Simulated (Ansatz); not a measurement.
`[F][GeH2][I]` + `O[SiH3]` → `[F][GeH2][O][SiH3]` + HI at 298.15 K and 1 bar (ligand exchange at a Ge–I bond).

Isolated molecules relaxed with PBE0-D4/def2-TZVP in Ansatz; ΔE leaves out vibrations. CCSD(T)/CBS is the MP2 limit (def2-TZVPP, def2-QZVPP) plus CCSD(T) − MP2 in def2-TZVPP, frozen cores. def2 core potentials past Kr. For Ge, I outer-core shells are correlated without core-valence functions, which leaves a few kJ/mol of doubt a bond. Scalar relativity is left out up to krypton. One conformer a species, not always the lowest.

```
             species  CCSD(T)/CBS energy (Eh)  H − E (kJ/mol)  S (J/(mol·K))
      `[F][GeH2][I]`              -2474.61172            64.0          315.1
           `O[SiH3]`               -366.69042           113.6          257.8
`[F][GeH2][O][SiH3]`              -2543.25592           146.5          360.2
                  HI               -298.03592            22.7          206.5
```

H − E and S are ideal-gas, rigid-rotor, harmonic terms from PBE0-D4/def2-TZVP, for one conformer and one mirror image of each species. 1 Eh = 2625.50 kJ/mol, R = 8.31446 J/(mol·K).

By hand: ΔE, ΔH, ΔS and ΔG.

ΔE = (-2543.25592) + (-298.03592) − (-2474.61172) − (-366.69042) = 0.01030 Eh = 27.0 kJ/mol. Δ(H − E) = 146.5 + 22.7 − 64.0 − 113.6 = -8.4, so ΔH = 18.6 kJ/mol. ΔS = 360.2 + 206.5 − 315.1 − 257.8 = -6.2 J/(mol·K). ΔG = 18.6 − 298.15 × (-6.2)/1000 = 20.4 kJ/mol.

By hand: the equilibrium constant, and the temperature at which ΔG would vanish if ΔH and ΔS stayed fixed.

log₁₀ K = −ΔG/(RT ln 10) = -3.6. ΔH and −TΔS have one sign here, so there is no such temperature.

The number of gas molecules stays the same, so ΔS is small and ΔH decides. A doubt of 5 kJ/mol in ΔE shifts log₁₀ K by 0.9 here. Other conformers and mirror images would add mixing entropy, several J/(mol·K) or more a flexible species. Modes under 60 cm⁻¹, often nearly free rotors, make the harmonic entropy too high. These are equilibria of isolated gas molecules and say nothing of rates. Largest T1 diagnostic: 0.012 (customary marks: 0.02 for closed shells, 0.045 for open ones).

ΔS is within the doubt of such terms, so its sign, and with it that verdict, could turn.
